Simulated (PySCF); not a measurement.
## CaGa: energy against distance

Set-up: Ca pcseg-1, Ga pcseg-1; no relativity (PySCF 2.14). Energies in eV from Ca + Ga in their ground configurations at the same level. State: ²Π (doublet), unpaired electrons π ↑.

All columns are PBE0. A positive dipole means Ca(−)Ga(+).

| R (Å) | E (eV) | μ (D) | Mulliken charge on Ca (basis-dependent) | HOMO (eV) | LUMO (eV) | Mayer bond order | ⟨S²⟩ |
| --- | --- | --- | --- | --- | --- | --- | --- |
| 2.797 | -0.523 | -2.50 | 0.29 | -4.04 | -2.36 | 1.32 | 1.07 |
| 2.921 | -0.620 | -2.62 | 0.27 | -3.92 | -2.26 | 1.27 | 1.04 |
| 3.015 | -0.654 | -2.68 | 0.26 | -3.84 | -2.19 | 1.22 | 1.02 |
| 3.108 | -0.662 | -2.73 | 0.25 | -3.77 | -2.13 | 1.16 | 1.00 |
| 3.201 | -0.653 | -2.76 | 0.24 | -3.71 | -2.07 | 1.11 | 0.98 |
| 3.326 | -0.620 | -2.78 | 0.23 | -3.64 | -2.03 | 1.03 | 0.95 |
| 3.481 | -0.560 | -2.76 | 0.22 | -3.58 | -2.06 | 0.92 | 0.91 |
| 3.667 | -0.477 | -2.69 | 0.20 | -3.54 | -2.10 | 0.78 | 0.87 |

A fit through these points gives, at Re = 3.101 Å, μ = -2.73 D and dμ/dR = -0.441 D/Å; the reduced mass is 25.3 u.

How strong is the fundamental in the double-harmonic approximation, I = 42.26·(dμ/dR)²/μred km/mol?

I = 42.26·(-0.441)²/25.3 = 0.325 km/mol at PBE0.

⟨S²⟩ is raised (CaGa 1.00), so spin contamination touches these numbers. Spin–orbit coupling is left out. The state is the lowest determinant that a PBE0 search found; another state may lie lower at other levels.
